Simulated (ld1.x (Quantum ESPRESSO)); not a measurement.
# An all-electron radial function and its pseudo partner (platinum)

Columns: radius, all-electron u(r) and pseudo u(r) of the 5d shell (level -9.04 eV) of platinum in the configuration [Xe] 4f14 5d9 6s0 6p1; LDA (PZ), non-relativistic, TM scheme, ld1.x (Quantum ESPRESSO) 7.5.

```tsv
r (bohr)	all-electron	pseudo
0.150	0.1995	0.0078
0.300	-0.3550	0.0577
0.450	-0.3094	0.1719
0.600	0.0661	0.3411
0.750	0.4287	0.5295
0.900	0.6748	0.6937
1.050	0.8063	0.8030
1.200	0.8535	0.8501
1.350	0.8465	0.8458
1.500	0.8082	0.8084
1.650	0.7535	0.7536
1.800	0.6919	0.6919
1.950	0.6288	0.6288
2.100	0.5674	0.5674
2.250	0.5095	0.5095
2.400	0.4559	0.4559
2.550	0.4070	0.4070
2.700	0.3626	0.3626
2.850	0.3226	0.3226
3.000	0.2867	0.2867
3.150	0.2547	0.2547
3.300	0.2261	0.2261
3.450	0.2007	0.2007
3.600	0.1780	0.1780
3.750	0.1579	0.1579
3.900	0.1401	0.1401
```

**Question.** How many radial nodes do the two functions have?

**Answer.** The all-electron 5d function has n − l − 1 = 2; the pseudo-wave has 0, since the states of the same l below it are removed with the core.

**Question.** At about which radius was the pseudo-wave matched?

**Answer.** 1.90 bohr. The columns agree to 0.0005 from 1.50 bohr on; several derivatives are matched, so the curves merge somewhat inside the radius.

**Question.** Is the pseudo-wave norm-conserving?

**Answer.** Yes: the TM scheme keeps the norm inside the radius equal to the all-electron one, which fixes the energy derivative of the logarithmic derivative at the level.
